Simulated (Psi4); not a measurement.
C₄H₈AlBr, singlet, at a GFN2-xTB geometry (such geometries of metal compounds can be far from the true shape); B3LYP/def2-TZVPP in Psi4.

The Psi4 input:
```
memory 2 GB

molecule mol {
0 1
  Al    0.070385   -0.066245   -0.331105
  Br   -0.493133    0.332908    1.831384
  C     1.946908    0.401116   -0.845383
  C     2.331576    0.132255   -2.308109
  H     2.649933   -0.139574   -0.189102
  H     2.132085    1.465223   -0.620260
  H     1.696203    0.700523   -2.985885
  H     2.220374   -0.923866   -2.549462
  H     3.367100    0.415057   -2.499232
  C    -1.404126   -0.830623   -1.405184
  C    -1.334053   -1.154845   -2.696116
  H    -2.364844   -1.006604   -0.906312
  H    -2.168825   -1.571803   -3.245445
  H    -0.429218   -1.016952   -3.269634
}

set basis def2-tzvpp
set reference rks

energy('b3lyp')
print_variables()
```

**Question.** What does Psi4 print? Leave out banner, timings and long lists.

**Answer.** 
```
   => Loading Basis Set <=

    Name: DEF2-TZVPP
    Role: ORBITAL
    Keyword: BASIS

         ---------------------------------------------------------
                                   SCF
               by Justin Turney, Rob Parrish, Andy Simmonett
                          and Daniel G. A. Smith
                              RKS Reference
         ---------------------------------------------------------

  ==> Geometry <==

    Molecular point group: c1
    Full point group: C1

    Geometry (in Angstrom), charge = 0, multiplicity = 1:

       Center              X                  Y                   Z               Mass
    ------------   -----------------  -----------------  -----------------  -----------------
         AL           0.140624067335    -0.096904777739    -0.529582736585    26.981538530000
         BR          -0.422893932665     0.302248222261     1.632906263415    78.918337600000
         C            2.017147067335     0.370456222261    -1.043860736585    12.000000000000
         C            2.401815067335     0.101595222261    -2.506586736585    12.000000000000
         H            2.720172067335    -0.170233777739    -0.387579736585     1.007825032230
         H            2.202324067335     1.434563222261    -0.818737736585     1.007825032230
         H            1.766442067335     0.669863222261    -3.184362736585     1.007825032230
         H            2.290613067335    -0.954525777739    -2.747939736585     1.007825032230
         H            3.437339067335     0.384397222261    -2.697709736585     1.007825032230
         C           -1.333886932665    -0.861282777739    -1.603661736585    12.000000000000
         C           -1.263813932665    -1.185504777739    -2.894593736585    12.000000000000
         H           -2.294604932665    -1.037263777739    -1.104789736585     1.007825032230
         H           -2.098585932665    -1.602462777739    -3.443922736585     1.007825032230
         H           -0.358978932665    -1.047611777739    -3.468111736585     1.007825032230

  Running in c1 symmetry.

  Rotational constants: A =      0.07877  B =      0.03137  C =      0.02262 [cm^-1]
  Rotational constants: A =   2361.57012  B =    940.35470  C =    678.12950 [MHz]
  Nuclear repulsion =  430.336379409768597

  Charge       = 0
  Multiplicity = 1
  Electrons    = 80
  Nalpha       = 40
  Nbeta        = 40

  ==> Algorithm <==

  SCF Algorithm Type is DF.
  DIIS enabled.
  MOM disabled.
[...]
   @DF-RKS iter   5: -2974.00501900872314   -3.54633e-03   9.16734e-05 DIIS
   @DF-RKS iter   6: -2974.00539080361341   -3.71795e-04   3.57403e-05 DIIS
   @DF-RKS iter   7: -2974.00545620990351   -6.54063e-05   8.74109e-06 DIIS
   @DF-RKS iter   8: -2974.00546023278912   -4.02289e-06   2.42177e-06 DIIS
   @DF-RKS iter   9: -2974.00546059239741   -3.59608e-07   4.03825e-07 DIIS
  Energy and wave function converged.

  ==> Post-Iterations <==

   Electrons on quadrature grid:
      Ntotal   =   80.0000058854 ; deviation = 5.885e-06

    Orbital Energies [Eh]
    ---------------------

    Doubly Occupied:

[...]
      40A     -0.271088

    Virtual:

[...]
     326A     23.594170

    Final Occupation by Irrep:
              A
    DOCC [    40 ]
    NA   [    40 ]
    NB   [    40 ]

  @DF-RKS Final Energy: -2974.00546059239741

   => Energetics <=

    Nuclear Repulsion Energy =            430.3363794097685968
    One-Electron Energy =               -4987.6065510049920704
    Two-Electron Energy =                1691.7903224159817910
    DFT Exchange-Correlation Energy =    -108.5256114131555165
    Empirical Dispersion Energy =           0.0000000000000000
    VV10 Nonlocal Energy =                  0.0000000000000000
    Total Energy =                      -2974.0054605923974123

Computation Completed

Properties will be evaluated at   0.000000,   0.000000,   0.000000 [a0]

Properties computed using the SCF density matrix

 Multipole Moments:

 ------------------------------------------------------------------------------------
     Multipole            Electronic (a.u.)      Nuclear  (a.u.)        Total (a.u.)
 ------------------------------------------------------------------------------------

 L = 1.  Multiply by 2.5417464519 to convert [e a0] to [Debye]
 Dipole X            :        -10.3661283           10.6185854            0.2524571
 Dipole Y            :          4.4815736           -4.6350545           -0.1534810
 Dipole Z            :         29.1310222          -30.0055021           -0.8744800
 Magnitude           :                                                    0.9230418

 ------------------------------------------------------------------------------------

  Variable Map:
  ----------------------------------------------------------------------------
[...]
  Array Variable Map:
  ----------------------------------------------------------------------------
[...]
[...]
```
